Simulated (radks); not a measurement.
Results of a calculation; reference values are marked as such.
Problem. Radial electron density D(r) = 4 pi r^2 rho(r) of an atom or ion with 37 electrons. Code: a radial shooting solver on a logarithmic mesh with Libxc functionals. Model: Dirac Kohn-Sham, LDA (Slater exchange, Perdew-Wang correlation), spin-unpolarised, spherical densities, finite nucleus; Fermi nuclear charge, rms radius of each element as measured or else 0.836 A^(1/3) + 0.57 fm.

```
   r/bohr * D(r) (the largest magnitude, 53.6, reaches the edge; | marks zero)
 0.001354 |*
  0.00185 | *
 0.002528 |  *
 0.003453 |    *
 0.004718 |       *
 0.006445 |            *
 0.008805 |                   *
  0.01203 |                            *
  0.01643 |                                      *
  0.02245 |                                             *
  0.03067 |                                              *
  0.04157 |                                          *
  0.05679 |                                       *
  0.07758 |                                           *
    0.106 |                                                     *
   0.1448 |                                                      *
   0.1978 |                                        *
   0.2703 |                                *
   0.3692 |                                      *
   0.5044 |                                   *
   0.6891 |                  *
   0.9414 |       *
    1.286 |      *
    1.757 |    *
      2.4 | *
    3.279 |*
     4.48 *
     6.12 *
    8.361 *
    11.42 *
    15.61 *
```

What is the nuclear charge?

Solution. Z = 37. The innermost maximum, from 1s, lies near gamma/Z bohr with gamma = sqrt(1 - (Z/c)^2) = 0.963, here 0.026 bohr (found: 0.0283), and its height grows with Z. The density is that of neutral rubidium in [Kr] 5s1; the configuration itself is not fixed sharply by these data, and Z only to a few units. D(r) has 3 maxima, at r = 0.0283, 0.125, 0.413 bohr, and minima at 0.0582, 0.264 bohr, inside which lie 2.07, 11.07 electrons.
